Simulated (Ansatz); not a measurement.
Relaxation of C₂H₁₀AlNSi (15 atoms, charge 0, multiplicity 1), to a largest force component of 0.015 eV/Å in at most 40 steps.

Level of theory: RKS revPBE-D4/def2-SVP in Ansatz.

```xyz
15
Properties=species:S:1:pos:R:3:forces:R:3
C -1.415 0.855 0.867 -1.66 2.74 -0.46
Si 0.400 0.993 0.766 1.33 -0.93 0.08
N 1.072 -0.326 -0.252 0.07 2.06 -1.27
C 0.719 -1.622 0.236 -3.57 0.55 1.17
Al 0.594 -0.055 -2.091 1.11 -0.03 0.88
H -1.846 1.777 1.438 0.52 -1.25 -0.56
H -1.741 -0.040 1.359 -0.52 -1.02 0.44
H -1.854 0.950 -0.174 0.11 -0.34 0.66
H 0.799 2.316 0.250 0.17 0.45 -0.51
H 0.947 0.902 2.154 0.20 -0.10 0.23
H -0.467 -1.744 0.154 1.47 -0.37 0.40
H 0.945 -1.765 1.323 0.20 -0.13 -0.25
H 1.093 -2.414 -0.354 1.07 -1.56 -0.85
H 1.793 0.141 -3.155 -0.20 -0.01 0.11
H -0.921 -0.046 -2.531 -0.31 -0.06 -0.08
```

Question: Where does it end, and by what steps?

Answer: The forces met the threshold. After 21 steps the energy has fallen by 1.091 eV; H15 moved furthest, 2.60 Å.

```tsv
step	energy less start (eV)	largest force component (eV/Å)	accepted
0	0.0000	3.570	yes
1	-0.4608	1.272	yes
2	-0.5835	0.626	yes
3	-0.6293	0.270	yes
4	-0.6426	0.505	yes
5	-0.6900	0.332	yes
6	-0.7307	0.234	yes
7	-0.7701	0.226	yes
8	-0.8182	0.171	yes
9	-0.8647	0.155	yes
10	-0.9145	0.205	yes
11	-0.9537	0.160	yes
12	-0.9987	0.147	yes
13	-1.0361	0.095	yes
14	-1.0630	0.132	yes
15	-1.0779	0.185	yes
16	-1.0893	0.069	yes
17	-1.0897	0.074	yes
18	-1.0905	0.020	yes
19	-1.0906	0.019	yes
20	-1.0907	0.017	yes
21	-1.0907	0.002	yes
```

```xyz
15
Properties=species:S:1:pos:R:3
C -1.460 1.098 1.291
Si 0.305 0.999 0.617
N 0.512 -0.359 -0.503
C 0.295 -1.698 0.075
Al 0.985 -0.160 -2.241
H -1.566 1.962 1.980
H -1.726 0.182 1.858
H -2.191 1.219 0.466
H 0.653 2.251 -0.139
H 1.252 0.839 1.785
H -0.752 -1.841 0.424
H 0.960 -1.884 0.950
H 0.502 -2.495 -0.670
H 1.197 1.314 -2.815
H 1.151 -1.506 -3.090
```

Time of the run: 72 s on 2 threads of Arm Neoverse V1 (shared host), peak memory 0.17 GiB.
